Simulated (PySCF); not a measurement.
**Orbital energies and ionisation energy**

(ClBe-mu-OH)2.
Z-matrix (Å and degrees, PBE0-D3(BJ)/def2-SVP geometry), rows numbered from 1:
```
Be
Cl  1  1.8523
O   1  1.5935  2  135.33
Be  3  1.5926  1   90.65  2   179.87
Cl  4  1.8523  3  135.27  1  -179.75
O   1  1.5927  2  135.31  3   179.90
H   3  0.9581  1  134.63  2     0.18
H   6  0.9581  1  134.73  2     0.26
```

Level: B3LYP/def2-SVPD (PySCF). Frontier orbitals with their largest atomic shares (Löwdin; up to four atoms above 4 %):

| orbital | ε (eV) | main atoms |
| --- | --- | --- |
| HOMO−3 | -8.76 | Cl2 47 %, Cl5 46 % |
| HOMO−2 | -8.69 | Cl2 47 %, Cl5 47 % |
| HOMO−1 | -8.65 | Cl5 46 %, Cl2 46 % |
| HOMO | -8.49 | ? |
| LUMO | -0.95 | Be1 24 %, Be4 24 %, O6 11 %, O3 11 % |
| LUMO+1 | -0.37 | Be1 30 %, Be4 30 %, O3 9 %, O6 9 % |
| LUMO+2 | 0.22 | Be1 33 %, Be4 33 %, O6 10 %, O3 10 % |

What vertical ionisation energy does ΔSCF give, and how far is −ε(HOMO) from it?

ΔSCF: 10.64 eV (1027 kJ/mol; threshold wavelength 117 nm); ⟨S²⟩ of the doublet left behind is 0.753, against 0.75 for a pure doublet. −ε(HOMO) is 8.49 eV, 2.15 eV below it. In exact Kohn–Sham theory the two would be equal; B3LYP (global hybrid, 20 % exact exchange) falls short of its own ΔSCF value by 20 %.

On which atoms does the HOMO lie?

Cl5 (chlorine bonded to Be) 46 %, Cl2 (chlorine bonded to Be) 46 %. The HOMO−1 lies 0.16 eV lower.

What total energies stand behind the ΔSCF value?

E(N) = -1101.54036 Eh and E(N − 1) = -1101.14928 Eh at the same geometry, 0.39108 Eh apart.

How many of the 10 lowest singlet excitations (vertical TDDFT, same level) lie below the ionisation energy?

All 10; they run from 6.73 to 7.85 eV.

What kinetic energy would electrons from this vertical process carry with Lyman-α light (10.199 eV)?

The photon is 0.44 eV short of the vertical value.

Geometry: PBE0-D3(BJ)/def2-SVP, one conformer, isolated molecule.

These values come from a run that also computed excited states and ΔSCF ions. On one thread of an Arm Neoverse V1, no GPU, on a shared host, this took 43 s wall.
